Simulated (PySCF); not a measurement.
Ligand exchange on a metal centre used in film growth or etching (Hf OH-SH). All species are isolated molecules in the gas phase. One relaxed conformer stands for each flexible species; it need not be the lowest.

The HOMO–LUMO gap from two functionals at the same geometries (r2SCAN-D4/def2-SVP), both in PySCF: PBE-D3(BJ)/def2-TZVP and TPSSh-D3(BJ)/def2-TZVP. 

```
species                                   PBE-D3(BJ)/def2-TZVP (eV)
----------------------------------------  -------------------------
1 of 4 OH replaced by SH                                       4.78
3 of 4 OH replaced by SH ([Hf(OH)(SH)3])                       3.97
4 of 4 OH replaced by SH ([Hf(SH)4])                           3.88
```

Question: What does TPSSh-D3(BJ)/def2-TZVP give for each?

Answer: 
- 1 of 4 OH replaced by SH: 5.84
- 3 of 4 OH replaced by SH ([Hf(OH)(SH)3]): 4.94
- 4 of 4 OH replaced by SH ([Hf(SH)4]): 4.83
Over these rows, drawn at random from the members with no instability flagged (it was tested for open shells, ions and some series alone), PBE minus TPSSh-D3(BJ): mean -0.99 eV, from -1.06 eV to -0.96 eV.
